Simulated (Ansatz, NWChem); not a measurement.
PbO (SMILES [O][Pb]): methods side by side

The species is PbO (2 atoms), meant as a singlet with charge 0. SMILES: `[O][Pb]`. Geometry: the measured bond length.

```xyz
2

O     0.0000    0.0000    0.0000
Pb    0.0000    0.0000    1.9218
```

Quantity: the HOMO–LUMO gap, in eV. The values are calculated.

| level | kind | program | value (eV) | CPU time |
| --- | --- | --- | --- | --- |
| HF/def2-TZVP (core potential) | Hartree–Fock | NWChem | 10.21 | 33 s |
| revPBE/def2-TZVP (core potential) | GGA | Ansatz | 3.24 | 1.4 s |
| r2SCAN/def2-TZVP (core potential) | meta-GGA | Ansatz | 3.60 | 2.1 s |
| M06-2X/def2-TZVP (core potential) | hybrid meta-GGA | NWChem | 7.06 | 23 s |
| PBE0/def2-TZVP (core potential) | global hybrid | NWChem | 5.09 | 24 s |
| wB97M-V/def2-TZVP (core potential) | range-separated hybrid | Ansatz | 8.97 | 7.8 s |
| B2PLYP/def2-TZVP (core potential) | double hybrid | Ansatz | 7.00 | 2.3 s |
| PBE-QIDH/def2-TZVP (core potential) | double hybrid | Ansatz | 8.25 | 2.2 s |

The values span 3.24 to 10.21 eV. Orbital gaps aren't excitation energies, and those of double hybrids come from the SCF part alone; they tend to grow with the share of exact exchange. CPU times are rough (shared hosts, several kinds of processor): they show what a rung costs within a factor of a few.
